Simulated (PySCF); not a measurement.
Work out the structure from these simulated measurements.

Formula: C4HBrO.

| Quantity | Value |
| --- | --- |
| Rotational structure | rotational constants A, B, C: 2.723, 1.862, 1.106 GHz [PBE0-D3(BJ)/def2-SVP] |
| Triplet | lowest triplet excitation (Tamm–Dancoff): 2.26 eV [TDA wB97X-D/def2-SVPD] |
| UV, first state | lowest singlet excitation: 2.59 eV (479 nm, f = 0.000) [TDDFT wB97X-D/def2-SVPD] |
| Polarisability | 73.1 au [wB97X-D/def2-SVPD] |
| NMR, other nuclei | isotropic shieldings of nuclei other than C and H, by class: -99 (1 O), 2212 (1 Br) ppm [GIAO PBE0/pcSseg-1] |
| 13C NMR | chemical shifts (computed TMS as zero) by class: 212.3 (1 C), 111.1 (1 C), 70.7 (1 C), 42.0 (1 C) ppm [GIAO PBE0/pcSseg-1] |
| Valence photoelectron | vertical ionisation energy: 8.86 eV [ΔSCF wB97X-D/def2-SVPD] |
| 1H NMR | chemical shifts (computed TMS as zero) by class: 4.44 (1 H) ppm [GIAO PBE0/pcSseg-1] |

The electronic properties come from PySCF, for the isolated species, density fitting. Levels stand in brackets. Isolated species at its PBE0-D3(BJ)/def2-SVP geometry, gas phase. Relativistic effects, spin–orbit coupling among them, are left out although an element past zinc is present. Each NMR value is the plain mean over a class of atoms that symmetry, rotation or inversion makes alike.

**Question.** Propose a structure and show how it fits.

**Answer.** Numbering: `[CH:1]#[C:2][C:3]([Br:4])=[C:5]=[O:6]`. Its formula, C4HBrO, gives 4 degrees of unsaturation: 0 rings and 4 π bonds in the structure found. 4 carbons fall into 4 classes; from least to most shielded: central carbon of a ketene [C5] (212.3 ppm), terminal alkyne carbon [C1] (111.1 ppm), alkyne carbon [C2] (70.7 ppm), outer carbon of cumulated double bonds [C3] (42.0 ppm). The one hydrogen (4.44 ppm): alkyne hydrogen. The other shieldings belong to: -99 ppm, oxygen bonded to C [O6]; 2212 ppm, vinyl bromine [Br4]. S1 is mainly HOMO→LUMO (weight 0.96); the largest Löwdin shares of the orbital it empties are 0.23 on the outer carbon of cumulated double bonds, 0.19 on the terminal alkyne carbon, 0.18 on the vinyl bromine and 0.13 on the central carbon of a ketene, of the orbital it fills 0.27 on the vinyl bromine, 0.27 on the central carbon of a ketene, 0.21 on the oxygen bonded to C and 0.13 on the outer carbon of cumulated double bonds. The optimised geometry has point group Cs and is an asymmetric top. Structure: `C#CC(Br)=C=O`. The assignments are read from this structure; whether some other isomer fits the data as well wasn't checked. NMR values of atoms bound to Br lack the spin–orbit term that these neighbours bring.
